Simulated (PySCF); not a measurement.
IrO4, charge +1, multiplicity 1. Atoms are numbered in the order given.

```xyz
5

Ir     0.0000     0.0000     0.0000
O     -0.9706     0.9706    -0.9706
O      0.9706     0.9706     0.9706
O      0.9706    -0.9706    -0.9706
O     -0.9706    -0.9706     0.9706
```
Charge +1, spin multiplicity 1.

The structure is a stationary point at PBE0-D3(BJ)/def2-SVP. The spin state was assumed, not searched. The def2 effective core potentials stand for the cores of Ir; spin–orbit coupling is left out.

Level of theory: PySCF with ωB97X/def2-TZVP.

Symmetry labels are those of the subgroup D2 that the program uses (full group Td).

Computed valence orbital energies around the gap with their symmetry:
```csv
orbital,symmetry,energy (eV)
HOMO−7,B3,-25.93
HOMO−6,A,-22.52
HOMO−5,B1,-20.99
HOMO−4,B2,-20.99
HOMO−3,B3,-20.99
HOMO−2,B1,-20.05
HOMO−1,B2,-20.05
HOMO,B3,-20.05
LUMO,A,-10.49
LUMO+1,A,-10.49
LUMO+2,B1,-7.96
LUMO+3,B2,-7.96
```
